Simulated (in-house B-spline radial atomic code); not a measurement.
A fraction x of an electron is moved 3d → 4d in Sr III (Sr2+), starting from [Ar] 3d10 4s2 4p6 and keeping the highest spin. Computed with a B-spline radial code for spherical atoms: scalar-relativistic (X2C) revTPSS, spin-polarised, spherical fractional occupations, Fermi nucleus of rms radius 4.224 fm.

| x | E(x) - E(0) (eV) | 3d down level (eV) | 4d up level (eV) |
| --- | --- | --- | --- |
| 0 | 0.0000 | -142.003 | - |
| 0.125 | 16.2500 | -144.319 | -13.340 |
| 0.25 | 32.7451 | -146.622 | -13.680 |
| 0.375 | 49.4852 | -148.911 | -14.014 |
| 0.5 | 66.4691 | -151.188 | -14.345 |
| 0.625 | 83.6956 | -153.454 | -14.673 |
| 0.75 | ? | ? | ? |
| 0.875 | ? | ? | ? |
| 1 | 136.8215 | -160.189 | -15.641 |

Q: What belongs in the row x = 0.75?

A: An energy change of 101.1638 eV; 3d down at -155.708 eV, 4d up at -14.999 eV.

Q: What belongs in the row x = 0.875?

A: An energy change of 118.8727 eV; 3d down at -157.953 eV, 4d up at -15.322 eV.

Q: Check Janak's theorem between x = 0.125 and 0.25.

A: The slope of the energy is 131.96 eV; the orbital levels give 131.96 eV (ε of the receiving orbital less ε of the emptying one, averaged over the two points).
